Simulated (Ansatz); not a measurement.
A short molecular-dynamics run on Cd₇CuTe₇Br₂.

```yaml
crystal:
  periodic: [false, false, false]
  atoms:
    - {symbol: Te, position_ang: [-1.985255, -0.340442, 0.061643]}
    - {symbol: Te, position_ang: [2.211575, -1.133467, -2.661533]}
    - {symbol: Te, position_ang: [-1.986510, -1.777722, 4.083749]}
    - {symbol: Te, position_ang: [2.140419, -0.939345, 2.604657]}
    - {symbol: Te, position_ang: [-1.230811, 2.898590, -2.849126]}
    - {symbol: Te, position_ang: [2.425474, 2.683681, -0.279579]}
    - {symbol: Te, position_ang: [-0.345888, 3.183750, 2.624803]}
    - {symbol: Cd, position_ang: [-2.235290, 0.338875, -2.700500]}
    - {symbol: Cd, position_ang: [-1.002951, 0.630643, 3.346361]}
    - {symbol: Cd, position_ang: [1.166525, 1.466976, -2.575645]}
    - {symbol: Cd, position_ang: [-0.243108, -1.965598, -1.554331]}
    - {symbol: Cu, position_ang: [1.407363, 1.414705, 1.804964]}
    - {symbol: Cd, position_ang: [2.581289, -0.239534, -0.048809]}
    - {symbol: Cd, position_ang: [-0.261178, -2.330917, 2.001007]}
    - {symbol: Cd, position_ang: [-0.685381, 2.256442, -0.039748]}
    - {symbol: Br, position_ang: [-1.910715, -2.008067, -3.841816]}
    - {symbol: Br, position_ang: [-0.045559, -4.138562, 0.023891]}
basis:
  gaussian: {orbitals: def2-SVP, fitting: {mean_field: def2-universal-jkfit}}
magnetization: {spin_polarized: true, initial_magnetization: 1}
hamiltonian: {xc: {name: BLYP}}
md: {timestep: 0.5 fs, n_steps: 25, ensemble: nvt_nose_hoover, temperature: 300, initial_velocities: maxwell_boltzmann, seed: 305}
scf: {omitted_lower_state_checks: [starts]}
```

```sh
$ ansatz run in.yaml --threads 2 --pin off --events-out ev --progress --plain --max-ram 32768MiB --backend cuda --devices 0, --max-vram 18GiB
```

| step | time (fs) | potential energy (eV) | kinetic (eV) | T (K) | conserved (eV) |
| --- | --- | --- | --- | --- | --- |
| 0 | 0.0 | -267715.5352 | 0.5817 | 300 | -267714.9535 |
| 1 | 0.5 | -267715.5339 | 0.5804 | 299 | -267714.9535 |
| 2 | 1.0 | -267715.5325 | 0.5790 | 299 | -267714.9535 |
| 3 | 1.5 | -267715.5311 | 0.5775 | 298 | -267714.9535 |
| 4 | 2.0 | -267715.5295 | 0.5760 | 297 | -267714.9535 |
| 5 | 2.5 | -267715.5280 | 0.5744 | 296 | -267714.9535 |
| 6 | 3.0 | -267715.5263 | 0.5728 | 295 | -267714.9535 |
| 7 | 3.5 | -267715.5246 | 0.5711 | 295 | -267714.9535 |
| 8 | 4.0 | -267715.5228 | 0.5693 | 294 | -267714.9535 |
| 9 | 4.5 | -267715.5209 | 0.5674 | 293 | -267714.9535 |
| 10 | 5.0 | -267715.5190 | 0.5655 | 292 | -267714.9535 |
| 11 | 5.5 | -267715.5170 | 0.5635 | 291 | -267714.9535 |
| 12 | 6.0 | -267715.5150 | 0.5615 | 290 | -267714.9535 |
| 13 | 6.5 | -267715.5129 | 0.5594 | 289 | -267714.9535 |
| 14 | 7.0 | -267715.5107 | 0.5572 | 287 | -267714.9535 |
| 15 | 7.5 | -267715.5085 | 0.5550 | 286 | -267714.9535 |
| 16 | 8.0 | -267715.5062 | 0.5528 | 285 | -267714.9535 |
| 17 | 8.5 | -267715.5039 | 0.5505 | 284 | -267714.9535 |
| 18 | 9.0 | -267715.5015 | 0.5481 | 283 | -267714.9535 |
| 19 | 9.5 | -267715.4991 | 0.5457 | 281 | -267714.9535 |
| 20 | 10.0 | -267715.4967 | 0.5433 | 280 | -267714.9535 |
| 21 | 10.5 | -267715.4942 | 0.5408 | 279 | -267714.9535 |
| 22 | 11.0 | -267715.4916 | 0.5383 | 278 | -267714.9535 |
| 23 | 11.5 | -267715.4891 | 0.5357 | 276 | -267714.9535 |
| 24 | 12.0 | -267715.4865 | 0.5331 | 275 | -267714.9535 |
| 25 | 12.5 | -267715.4838 | 0.5305 | 274 | -267714.9535 |

Velocities are drawn at the set temperature; a run this short doesn't reach equilibrium.

In the def2 sets Cd, Te take a core potential; there is no spin–orbit coupling.

Frames (Å, forces in eV/Å):

```xyz
17
time=0.0 fs
Te   -1.985   -0.340    0.062   -0.428   -0.075    0.109
Te    2.212   -1.133   -2.662    0.344   -0.258   -0.353
Te   -1.987   -1.778    4.084   -0.311   -0.222    0.370
Te    2.140   -0.939    2.605    0.389   -0.197    0.329
Te   -1.231    2.899   -2.849   -0.190    0.447   -0.302
Te    2.425    2.684   -0.280    0.397    0.428   -0.063
Te   -0.346    3.184    2.625   -0.095    0.507    0.278
Cd   -2.235    0.339   -2.700   -0.335    0.031   -0.165
Cd   -1.003    0.631    3.346   -0.145    0.086    0.279
Cd    1.167    1.467   -2.576    0.175    0.153   -0.330
Cd   -0.243   -1.966   -1.554   -0.009   -0.200   -0.118
Cu    1.407    1.415    1.805    0.150    0.076    0.183
Cd    2.581   -0.240   -0.049    0.366   -0.135    0.025
Cd   -0.261   -2.331    2.001   -0.006   -0.239    0.072
Cd   -0.685    2.256   -0.040   -0.192    0.243    0.007
Br   -1.911   -2.008   -3.842   -0.124   -0.245   -0.295
Br   -0.046   -4.139    0.024    0.014   -0.400   -0.026
17
time=0.5 fs
Te   -1.985   -0.340    0.062   -0.429   -0.079    0.107
Te    2.212   -1.134   -2.662    0.336   -0.248   -0.342
Te   -1.986   -1.777    4.083   -0.320   -0.233    0.378
Te    2.140   -0.941    2.606    0.390   -0.187    0.325
Te   -1.231    2.898   -2.849   -0.191    0.456   -0.303
Te    2.425    2.684   -0.280    0.396    0.426   -0.063
Te   -0.345    3.183    2.624   -0.100    0.513    0.286
Cd   -2.234    0.339   -2.700   -0.339    0.024   -0.165
Cd   -1.004    0.630    3.346   -0.140    0.098    0.276
Cd    1.166    1.468   -2.576    0.183    0.142   -0.328
Cd   -0.243   -1.965   -1.553   -0.004   -0.200   -0.121
Cu    1.407    1.415    1.805    0.158    0.065    0.183
Cd    2.580   -0.240   -0.048    0.366   -0.136    0.017
Cd   -0.261   -2.331    2.001   -0.005   -0.243    0.069
Cd   -0.686    2.257   -0.040   -0.190    0.244    0.002
Br   -1.910   -2.008   -3.842   -0.124   -0.245   -0.294
Br   -0.044   -4.139    0.024    0.013   -0.398   -0.027
17
time=1.5 fs
Te   -1.986   -0.338    0.063   -0.432   -0.088    0.103
Te    2.214   -1.134   -2.664    0.319   -0.228   -0.320
Te   -1.984   -1.775    4.082   -0.338   -0.254    0.394
Te    2.140   -0.943    2.607    0.391   -0.169    0.318
Te   -1.233    2.898   -2.849   -0.193    0.473   -0.305
Te    2.425    2.683   -0.281    0.395    0.421   -0.064
Te   -0.342    3.181    2.622   -0.110    0.527    0.302
Cd   -2.232    0.340   -2.700   -0.345    0.010   -0.167
Cd   -1.006    0.629    3.346   -0.131    0.122    0.271
Cd    1.164    1.470   -2.577    0.200    0.122   -0.325
Cd   -0.243   -1.964   -1.551    0.005   -0.200   -0.127
Cu    1.406    1.416    1.804    0.175    0.044    0.182
Cd    2.577   -0.241   -0.046    0.367   -0.139    0.000
Cd   -0.262   -2.330    2.001   -0.002   -0.250    0.062
Cd   -0.688    2.257   -0.039   -0.187    0.247   -0.007
Br   -1.909   -2.007   -3.841   -0.125   -0.244   -0.292
Br   -0.041   -4.139    0.025    0.011   -0.393   -0.029
17
time=2.5 fs
Te   -1.986   -0.336    0.064   -0.435   -0.097    0.099
Te    2.216   -1.135   -2.666    0.303   -0.208   -0.298
Te   -1.983   -1.773    4.081   -0.356   -0.275    0.411
Te    2.139   -0.946    2.609    0.392   -0.150    0.311
Te   -1.234    2.897   -2.849   -0.194    0.490   -0.306
Te    2.425    2.683   -0.281    0.393    0.416   -0.064
Te   -0.340    3.179    2.620   -0.121    0.540    0.318
Cd   -2.231    0.341   -2.700   -0.351   -0.004   -0.168
Cd   -1.007    0.628    3.345   -0.121    0.147    0.265
Cd    1.163    1.472   -2.579    0.216    0.101   -0.321
Cd   -0.243   -1.963   -1.550    0.014   -0.200   -0.132
Cu    1.405    1.416    1.804    0.191    0.022    0.182
Cd    2.574   -0.242   -0.044    0.368   -0.142   -0.016
Cd   -0.262   -2.329    2.001    0.001   -0.257    0.055
Cd   -0.691    2.257   -0.039   -0.183    0.249   -0.016
Br   -1.908   -2.006   -3.841   -0.125   -0.244   -0.290
Br   -0.038   -4.139    0.026    0.009   -0.389   -0.030
17
time=3.5 fs
Te   -1.986   -0.335    0.065   -0.438   -0.106    0.095
Te    2.217   -1.136   -2.668    0.286   -0.188   -0.275
Te   -1.981   -1.772    4.080   -0.374   -0.297    0.427
Te    2.139   -0.949    2.611    0.393   -0.132    0.303
Te   -1.236    2.897   -2.849   -0.196    0.507   -0.308
Te    2.425    2.683   -0.282    0.390    0.410   -0.064
Te   -0.337    3.177    2.618   -0.131    0.553    0.334
Cd   -2.229    0.342   -2.699   -0.357   -0.018   -0.169
Cd   -1.009    0.627    3.345   -0.111    0.172    0.260
Cd    1.161    1.474   -2.580    0.232    0.081   -0.318
Cd   -0.242   -1.963   -1.548    0.024   -0.200   -0.138
Cu    1.405    1.417    1.804    0.207    0.001    0.181
Cd    2.572   -0.244   -0.042    0.369   -0.145   -0.032
Cd   -0.263   -2.329    2.000    0.004   -0.263    0.049
Cd   -0.693    2.257   -0.039   -0.180    0.251   -0.025
Br   -1.906   -2.005   -3.841   -0.125   -0.243   -0.287
Br   -0.036   -4.140    0.027    0.007   -0.384   -0.032
17
time=4.5 fs
Te   -1.987   -0.333    0.066   -0.440   -0.115    0.091
Te    2.219   -1.136   -2.670    0.269   -0.168   -0.253
Te   -1.980   -1.770    4.079   -0.392   -0.318    0.443
Te    2.139   -0.952    2.613    0.394   -0.114    0.295
Te   -1.237    2.897   -2.850   -0.197    0.524   -0.309
Te    2.425    2.683   -0.283    0.388    0.404   -0.064
Te   -0.334    3.175    2.616   -0.142    0.566    0.350
Cd   -2.227    0.343   -2.699   -0.363   -0.032   -0.171
Cd   -1.011    0.625    3.344   -0.101    0.197    0.254
Cd    1.160    1.476   -2.581    0.248    0.061   -0.314
Cd   -0.242   -1.962   -1.546    0.033   -0.200   -0.144
Cu    1.404    1.418    1.803    0.224   -0.020    0.180
Cd    2.569   -0.245   -0.040    0.370   -0.148   -0.048
Cd   -0.263   -2.328    2.000    0.007   -0.270    0.042
Cd   -0.695    2.258   -0.038   -0.177    0.254   -0.034
Br   -1.905   -2.004   -3.841   -0.125   -0.242   -0.285
Br   -0.033   -4.140    0.028    0.005   -0.379   -0.033
17
time=5.5 fs
Te   -1.987   -0.332    0.067   -0.443   -0.124    0.087
Te    2.221   -1.137   -2.672    0.253   -0.149   -0.231
Te   -1.979   -1.769    4.078   -0.409   -0.340    0.459
Te    2.139   -0.954    2.615    0.395   -0.096    0.287
Te   -1.238    2.896   -2.850   -0.199    0.540   -0.311
Te    2.425    2.683   -0.284    0.385    0.398   -0.064
Te   -0.332    3.173    2.614   -0.153    0.579    0.366
Cd   -2.225    0.343   -2.698   -0.368   -0.046   -0.172
Cd   -1.013    0.624    3.344   -0.091    0.223    0.248
Cd    1.158    1.478   -2.583    0.263    0.042   -0.310
Cd   -0.242   -1.961   -1.544    0.042   -0.200   -0.150
Cu    1.403    1.418    1.803    0.240   -0.042    0.178
Cd    2.566   -0.246   -0.038    0.371   -0.151   -0.063
Cd   -0.263   -2.327    2.000    0.010   -0.277    0.036
Cd   -0.697    2.258   -0.038   -0.173    0.256   -0.043
Br   -1.904   -2.003   -3.840   -0.125   -0.241   -0.282
Br   -0.030   -4.141    0.029    0.003   -0.374   -0.035
17
time=6.5 fs
Te   -1.987   -0.330    0.068   -0.445   -0.133    0.082
Te    2.223   -1.138   -2.674    0.236   -0.130   -0.208
Te   -1.977   -1.767    4.077   -0.427   -0.362    0.474
Te    2.138   -0.957    2.617    0.396   -0.079    0.280
Te   -1.240    2.896   -2.850   -0.200    0.556   -0.312
Te    2.425    2.683   -0.284    0.382    0.392   -0.064
Te   -0.329    3.171    2.612   -0.164    0.591    0.382
Cd   -2.224    0.344   -2.698   -0.374   -0.060   -0.173
Cd   -1.014    0.623    3.343   -0.081    0.249    0.242
Cd    1.157    1.480   -2.584    0.279    0.023   -0.306
Cd   -0.242   -1.960   -1.542    0.050   -0.200   -0.155
Cu    1.403    1.419    1.803    0.257   -0.062    0.177
Cd    2.564   -0.247   -0.036    0.372   -0.153   -0.079
Cd   -0.264   -2.327    2.000    0.013   -0.283    0.029
Cd   -0.699    2.258   -0.038   -0.170    0.258   -0.053
Br   -1.903   -2.002   -3.840   -0.125   -0.239   -0.279
Br   -0.027   -4.141    0.030    0.000   -0.368   -0.037
17
time=7.5 fs
Te   -1.988   -0.329    0.069   -0.447   -0.142    0.077
Te    2.224   -1.138   -2.676    0.219   -0.111   -0.186
Te   -1.976   -1.765    4.077   -0.444   -0.383    0.490
Te    2.138   -0.960    2.619    0.397   -0.061    0.272
Te   -1.241    2.896   -2.850   -0.201    0.572   -0.313
Te    2.425    2.683   -0.285    0.379    0.385   -0.064
Te   -0.327    3.169    2.610   -0.175    0.604    0.397
Cd   -2.222    0.345   -2.698   -0.379   -0.074   -0.174
Cd   -1.016    0.622    3.343   -0.071    0.275    0.236
Cd    1.155    1.482   -2.585    0.294    0.004   -0.302
Cd   -0.241   -1.959   -1.540    0.059   -0.200   -0.161
Cu    1.402    1.420    1.803    0.273   -0.083    0.175
Cd    2.561   -0.249   -0.034    0.372   -0.155   -0.094
Cd   -0.264   -2.326    2.000    0.016   -0.289    0.023
Cd   -0.701    2.259   -0.037   -0.166    0.261   -0.062
Br   -1.902   -2.002   -3.840   -0.125   -0.238   -0.276
Br   -0.024   -4.142    0.031   -0.002   -0.363   -0.038
17
time=8.5 fs
Te   -1.988   -0.327    0.070   -0.449   -0.151    0.072
Te    2.226   -1.139   -2.678    0.202   -0.092   -0.164
Te   -1.975   -1.764    4.076   -0.461   -0.405    0.505
Te    2.138   -0.963    2.621    0.397   -0.044    0.263
Te   -1.243    2.896   -2.850   -0.202    0.587   -0.314
Te    2.425    2.683   -0.286    0.376    0.378   -0.064
Te   -0.324    3.167    2.608   -0.186    0.616    0.413
Cd   -2.220    0.346   -2.698   -0.384   -0.088   -0.175
Cd   -1.018    0.621    3.343   -0.061    0.300    0.230
Cd    1.154    1.484   -2.587    0.309   -0.014   -0.298
Cd   -0.241   -1.959   -1.538    0.068   -0.201   -0.166
Cu    1.402    1.420    1.802    0.289   -0.104    0.173
Cd    2.559   -0.250   -0.032    0.373   -0.157   -0.109
Cd   -0.265   -2.326    2.000    0.018   -0.296    0.017
Cd   -0.703    2.259   -0.037   -0.163    0.263   -0.071
Br   -1.900   -2.001   -3.840   -0.125   -0.236   -0.272
Br   -0.021   -4.142    0.032   -0.004   -0.357   -0.040
17
time=9.5 fs
Te   -1.989   -0.326    0.071   -0.450   -0.160    0.067
Te    2.228   -1.140   -2.680    0.186   -0.073   -0.142
Te   -1.973   -1.762    4.075   -0.477   -0.426    0.520
Te    2.138   -0.965    2.623    0.398   -0.028    0.255
Te   -1.244    2.896   -2.851   -0.203    0.601   -0.315
Te    2.425    2.683   -0.287    0.373    0.371   -0.064
Te   -0.322    3.165    2.607   -0.197    0.628    0.428
Cd   -2.219    0.347   -2.697   -0.389   -0.103   -0.176
Cd   -1.020    0.620    3.342   -0.050    0.326    0.224
Cd    1.152    1.486   -2.588    0.324   -0.032   -0.294
Cd   -0.241   -1.958   -1.537    0.076   -0.201   -0.172
Cu    1.401    1.421    1.802    0.305   -0.124    0.170
Cd    2.556   -0.251   -0.030    0.374   -0.159   -0.124
Cd   -0.265   -2.325    1.999    0.021   -0.302    0.010
Cd   -0.706    2.260   -0.037   -0.159    0.265   -0.079
Br   -1.899   -2.000   -3.840   -0.125   -0.234   -0.269
Br   -0.019   -4.143    0.033   -0.007   -0.351   -0.041
17
time=10.5 fs
Te   -1.989   -0.324    0.072   -0.452   -0.168    0.062
Te    2.230   -1.140   -2.682    0.169   -0.055   -0.120
Te   -1.972   -1.761    4.074   -0.493   -0.448    0.535
Te    2.138   -0.968    2.625    0.398   -0.011    0.247
Te   -1.245    2.896   -2.851   -0.203    0.616   -0.315
Te    2.425    2.683   -0.287    0.369    0.363   -0.064
Te   -0.320    3.164    2.605   -0.208    0.639    0.444
Cd   -2.217    0.347   -2.697   -0.394   -0.117   -0.177
Cd   -1.021    0.619    3.342   -0.040    0.352    0.218
Cd    1.151    1.488   -2.590    0.338   -0.049   -0.289
Cd   -0.241   -1.957   -1.535    0.084   -0.201   -0.177
Cu    1.401    1.421    1.802    0.321   -0.143    0.168
Cd    2.554   -0.253   -0.028    0.375   -0.161   -0.139
Cd   -0.265   -2.325    1.999    0.024   -0.308    0.005
Cd   -0.708    2.260   -0.036   -0.155    0.267   -0.088
Br   -1.898   -1.999   -3.840   -0.124   -0.232   -0.265
Br   -0.016   -4.144    0.034   -0.009   -0.344   -0.043
17
time=11.5 fs
Te   -1.990   -0.323    0.073   -0.453   -0.177    0.057
Te    2.232   -1.141   -2.684    0.152   -0.037   -0.098
Te   -1.971   -1.759    4.074   -0.509   -0.469    0.549
Te    2.137   -0.971    2.627    0.399    0.005    0.239
Te   -1.247    2.895   -2.851   -0.204    0.629   -0.316
Te    2.425    2.683   -0.288    0.366    0.355   -0.063
Te   -0.317    3.162    2.603   -0.219    0.651    0.459
Cd   -2.216    0.348   -2.697   -0.399   -0.130   -0.178
Cd   -1.023    0.618    3.342   -0.030    0.378    0.212
Cd    1.150    1.490   -2.591    0.352   -0.066   -0.285
Cd   -0.241   -1.956   -1.533    0.092   -0.201   -0.182
Cu    1.400    1.422    1.802    0.337   -0.163    0.165
Cd    2.551   -0.254   -0.026    0.376   -0.162   -0.153
Cd   -0.266   -2.324    1.999    0.027   -0.313   -0.001
Cd   -0.710    2.261   -0.036   -0.152    0.270   -0.097
Br   -1.897   -1.999   -3.840   -0.124   -0.230   -0.261
Br   -0.013   -4.145    0.035   -0.011   -0.338   -0.044
17
time=12.5 fs
Te   -1.991   -0.321    0.074   -0.454   -0.186    0.051
Te    2.234   -1.142   -2.686    0.136   -0.019   -0.077
Te   -1.970   -1.758    4.073   -0.525   -0.490    0.563
Te    2.137   -0.974    2.629    0.399    0.021    0.230
Te   -1.248    2.895   -2.852   -0.204    0.642   -0.316
Te    2.425    2.683   -0.289    0.362    0.347   -0.063
Te   -0.315    3.160    2.601   -0.229    0.662    0.473
Cd   -2.214    0.349   -2.697   -0.403   -0.144   -0.179
Cd   -1.025    0.617    3.341   -0.020    0.403    0.205
Cd    1.148    1.492   -2.593    0.366   -0.083   -0.280
Cd   -0.240   -1.956   -1.531    0.100   -0.201   -0.188
Cu    1.400    1.423    1.802    0.352   -0.182    0.162
Cd    2.549   -0.255   -0.024    0.377   -0.164   -0.167
Cd   -0.266   -2.324    1.999    0.030   -0.319   -0.007
Cd   -0.712    2.261   -0.036   -0.148    0.272   -0.105
Br   -1.896   -1.998   -3.840   -0.124   -0.228   -0.257
Br   -0.010   -4.145    0.036   -0.014   -0.332   -0.046
```

Hardware: 2 threads of AMD EPYC 7R13 on a shared host and a share (18 GiB) of an NVIDIA H100 80GB HBM3. Wall time 3.6 min, peak host memory 1.4 GiB.
